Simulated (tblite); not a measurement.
Species: C5H9ClSi.
Atom-mapped SMILES: `[Cl:1][CH2:2][SiH:3]1[CH2:4][CH:5]=[CH:6][CH2:7]1` (hydrogens: H8, H9 on C2; H10 on Si3; H11, H12 on C4; H13 on C5; H14 on C6; H15, H16 on C7)

Computed with GFN2-xTB (tblite), gas phase: Langevin dynamics at 400 K from the optimised GFN2-xTB geometry, time step 0.5 fs, friction 0.01 fs⁻¹, 2000 steps. The instantaneous temperature is 2·E(kin)/(3Nk) with all 3N coordinates.

| t (fs) | T (K) | E(pot) above start (eV) | Cl1–C2 (Å) | C2–Si3 (Å) | Si3–C4 (Å) | C4–C5 (Å) | C5=C6 (Å) | C2–H8 (Å) | Cl1–C2–Si3–C4 (°) |
| --- | --- | --- | --- | --- | --- | --- | --- | --- | --- |
| 0 | 325 | 0.000 | 1.784 | 1.914 | 1.907 | 1.501 | 1.321 | 1.088 | 69 |
| 50 | 278 | 0.478 | 1.769 | 1.926 | 1.912 | 1.476 | 1.332 | 1.065 | 72 |
| 100 | 332 | 0.673 | 1.780 | 1.879 | 1.967 | 1.482 | 1.329 | 1.071 | 90 |
| 150 | 383 | 0.733 | 1.799 | 1.867 | 1.955 | 1.533 | 1.317 | 1.106 | 91 |
| 200 | 306 | 0.801 | 1.723 | 1.862 | 1.913 | 1.502 | 1.328 | 1.064 | 94 |
| 250 | 332 | 0.844 | 1.794 | 1.865 | 1.913 | 1.497 | 1.337 | 1.102 | 109 |
| 300 | 300 | 0.813 | 1.867 | 1.895 | 1.899 | 1.549 | 1.298 | 1.045 | 120 |
| 350 | 384 | 0.900 | 1.879 | 1.943 | 1.971 | 1.470 | 1.364 | 1.129 | 115 |
| 400 | 348 | 0.702 | 1.806 | 1.918 | 1.969 | 1.560 | 1.306 | 1.075 | 118 |
| 450 | 558 | 0.528 | 1.810 | 1.950 | 1.925 | 1.514 | 1.378 | 1.099 | 97 |
| 500 | 312 | 0.575 | 1.769 | 1.991 | 1.894 | 1.477 | 1.292 | 1.087 | 76 |
| 550 | 422 | 0.742 | 1.778 | 1.916 | 1.910 | 1.531 | 1.364 | 1.083 | 64 |
| 600 | 377 | 0.727 | 1.799 | 1.902 | 1.981 | 1.460 | 1.281 | 1.099 | 58 |
| 650 | 427 | 0.611 | 1.827 | 1.924 | 1.916 | 1.550 | 1.327 | 1.127 | 59 |
| 700 | 427 | 0.801 | 1.778 | 1.985 | 1.831 | 1.520 | 1.334 | 1.048 | 61 |
| 750 | 358 | 0.670 | 1.770 | 1.991 | 1.911 | 1.544 | 1.298 | 1.108 | 62 |
| 800 | 366 | 0.661 | 1.808 | 1.992 | 1.926 | 1.496 | 1.328 | 1.080 | 64 |
| 850 | 267 | 0.638 | 1.775 | 1.937 | 1.966 | 1.526 | 1.313 | 1.157 | 50 |
| 900 | 326 | 0.634 | 1.817 | 1.910 | 1.945 | 1.507 | 1.333 | 1.062 | 61 |
| 950 | 330 | 0.623 | 1.793 | 1.897 | 1.888 | 1.606 | 1.325 | 1.072 | 67 |
| 1000 | 372 | 0.620 | 1.794 | 1.929 | 1.907 | 1.546 | 1.313 | 1.146 | 80 |

Question: From 500 fs on, how do temperature and potential energy compare with equipartition?

Answer: The mean temperature of these 11 frames is 362 K against the target 400 K, and the mean potential energy 0.66 eV against 42 × kT/2 = 0.72 eV for 42 classical harmonic modes. For 16 atoms in a canonical ensemble the temperature itself scatters by T·√(2/(3N)) = 82 K; here its standard deviation is 49 K. The whole run lasts only 10 friction times of 100 fs, so these averages carry a wide statistical error.

Question: What are the kinetic and total energies of the listed frame with the highest potential energy?

Answer: The one at 350 fs, 0.900 eV above the start. Its kinetic energy is 3NkT/2 = 0.793 eV at 384 K, so the sum is 1.69 eV; over the listed frames the sum runs from 0.67 to 1.69 eV, since the thermostat adds and removes energy.

Question: How much do the listed bonds fluctuate from 500 fs on?

Answer: 
```tsv
bond	at the start (Å)	mean (Å)	standard deviation (Å)
Cl1–C2	1.784	1.792	0.019
C2–Si3	1.914	1.943	0.037
Si3–C4	1.907	1.916	0.038
C4–C5	1.501	1.524	0.038
C5=C6	1.321	1.319	0.022
C2–H8	1.088	1.097	0.033
```

The motion is classical and holds no zero-point motion.

The cost below is that of the whole dynamics run. Hardware: one thread of an Arm Neoverse V1, on a shared host. Cost: 16 s of wall time, 0.18 GiB resident at most.
